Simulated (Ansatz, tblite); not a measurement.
Cost and result up the ladder for the cluster Zn2Te (the lowest singlet isomer of a short search) (3 atoms). Charge 0, multiplicity 1. Geometry: PBE-D4/def2-TZVP.

```xyz
3

Zn    2.460   -0.402   -0.532
Zn   -2.461    0.397    0.532
Te    0.001    0.004    0.000
```

Ansatz on 4 threads of Arm Neoverse V1 on a shared host; xTB runs through tblite on one thread. Times are rough, summed over both states, and most runs start from the orbitals of an earlier one. RPA@PBE/def2-TZVP serves as the yardstick here, not as an exact answer. The other state is a triplet at its own geometry.

In the def2 sets Te takes a core potential; there is no spin–orbit coupling. The xTB rows come from tblite. HSE06 is defined as in plane-wave codes, on full-range PBE exchange. Correlated methods freeze 22 core orbitals; core or outer-core shells of Te are correlated, in sets that lack core-valence functions. The structure comes from a short search, and lower isomers may exist.

Run but left out: HF/STO-3G (singlet: restricted singlet, unstable in another Hartree–Fock run and untested here); HF/def2-TZVP, PBE-QIDH/def2-TZVP (singlet: restricted singlet, unstable towards broken spin symmetry).

Correlated methods converge slowly with the basis.

xTB has no spin-polarisation term.

```json
{"level": "GFN1-xTB", "functions": "17", "wall time": "0.002 s", "triplet − singlet (eV)": "1.88", "difference from RPA@PBE/def2-TZVP (eV)": "1.90", "remarks": "–"}
{"level": "GFN2-xTB", "functions": "17", "wall time": "0.004 s", "triplet − singlet (eV)": "1.33", "difference from RPA@PBE/def2-TZVP (eV)": "1.34", "remarks": "–"}
{"level": "LDA (SPW92)/def2-TZVP", "functions": "146", "wall time": "2.2 s", "triplet − singlet (eV)": "0.30", "difference from RPA@PBE/def2-TZVP (eV)": "0.32", "remarks": "–"}
{"level": "PBE-D4/def2-TZVP", "functions": "146", "wall time": "4 s", "triplet − singlet (eV)": "0.12", "difference from RPA@PBE/def2-TZVP (eV)": "0.13", "remarks": "–"}
{"level": "MP2/def2-TZVP", "functions": "146", "wall time": "5.2 s", "triplet − singlet (eV)": "0.01", "difference from RPA@PBE/def2-TZVP (eV)": "0.02", "remarks": "restricted SCF unstable (singlet)"}
{"level": "HSE06-D4/def2-TZVP", "functions": "146", "wall time": "7.1 s", "triplet − singlet (eV)": "-0.12", "difference from RPA@PBE/def2-TZVP (eV)": "-0.11", "remarks": "–"}
{"level": "PBE0-D4/def2-TZVP", "functions": "146", "wall time": "7.3 s", "triplet − singlet (eV)": "-0.16", "difference from RPA@PBE/def2-TZVP (eV)": "-0.15", "remarks": "–"}
{"level": "RPA@PBE/def2-TZVP", "functions": "146", "wall time": "8.9 s", "triplet − singlet (eV)": "-0.01", "difference from RPA@PBE/def2-TZVP (eV)": "0.00", "remarks": "–"}
{"level": "r2SCAN-D4/def2-TZVP", "functions": "146", "wall time": "9.3 s", "triplet − singlet (eV)": "-0.17", "difference from RPA@PBE/def2-TZVP (eV)": "-0.16", "remarks": "–"}
{"level": "r2SCANh-D4/def2-TZVP", "functions": "146", "wall time": "13 s", "triplet − singlet (eV)": "-0.26", "difference from RPA@PBE/def2-TZVP (eV)": "-0.25", "remarks": "–"}
{"level": "B97M-V/def2-TZVP (with forces)", "functions": "146", "wall time": "18 s", "triplet − singlet (eV)": "0.18", "difference from RPA@PBE/def2-TZVP (eV)": "0.20", "remarks": "–"}
```
